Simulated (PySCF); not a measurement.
# Correlation energy of In (indium, neutral)

[Kr] 4d10 5s2 5p1, 2P determinant. Computed with PySCF 2.14 in aug-cc-pVQZ-DK3, with the spin-free X2C one-electron Hamiltonian (Gaussian nucleus). Frozen: [Kr] 4d10; 3 electrons correlated.

```csv
level,correlation energy (mhartree)
CCSD,-42.30
(T),-0.84
CCSD(T),-43.14
```

Diagnostics: T1 = 0.014, D1 = 0.0318, largest double amplitude 0.046.

Cost of the coupled-cluster step: of the order of 18 core-seconds, for 3 correlated electrons.

Iterations:

```
CC2 = 0
CCSD nocc = (np.int64(2), np.int64(1)), nmo = (79, 79)
frozen orbitals [[0, 1, 2, 3, 4, 5, 6, 7, 8, 9, 10, 11, 12, 13, 14, 15, 16, 17, 18, 19, 20, 21, 22], [0, 1, 2, 3, 4, 5, 6, 7, 8, 9, 10, 11, 12, 13, 14, 15, 16, 17, 18, 19, 20, 21, 22]]
max_cycle = 100
direct = 0
conv_tol = 1e-08
conv_tol_normt = 1e-06
diis_space = 8
diis_start_cycle = 0
Init t2, MP2 energy = -0.031860079514177
Init E_corr(UCCSD) = -0.0318600795145993
cycle = 1  E_corr(UCCSD) = -0.0381926764966319  dE = -0.00633259698  norm(t1,t2) = 0.0501453
cycle = 2  E_corr(UCCSD) = -0.0405332444394625  dE = -0.00234056794  norm(t1,t2) = 0.0222528
cycle = 3  E_corr(UCCSD) = -0.0423027302483526  dE = -0.00176948581  norm(t1,t2) = 0.0106936
cycle = 4  E_corr(UCCSD) = -0.0422875574237405  dE = 1.51728246e-05  norm(t1,t2) = 0.00158412
cycle = 5  E_corr(UCCSD) = -0.0423044021632444  dE = -1.68447395e-05  norm(t1,t2) = 0.000275872
cycle = 6  E_corr(UCCSD) = -0.0422989418574434  dE = 5.4603058e-06  norm(t1,t2) = 6.05968e-05
cycle = 7  E_corr(UCCSD) = -0.0422999679660042  dE = -1.02610856e-06  norm(t1,t2) = 1.68066e-05
cycle = 8  E_corr(UCCSD) = -0.0423001692766202  dE = -2.01310616e-07  norm(t1,t2) = 4.05142e-06
cycle = 9  E_corr(UCCSD) = -0.0423000192422541  dE = 1.50034366e-07  norm(t1,t2) = 1.3221e-06
cycle = 10  E_corr(UCCSD) = -0.0423000344329292  dE = -1.51906751e-08  norm(t1,t2) = 3.14634e-07
cycle = 11  E_corr(UCCSD) = -0.0423000338644174  dE = 5.68511772e-10  norm(t1,t2) = 7.64313e-08
UCCSD converged
E(UCCSD) = -5878.07477521629  E_corr = -0.04230003386441739
UCCSD(T) correction = -0.00084404959405151
```
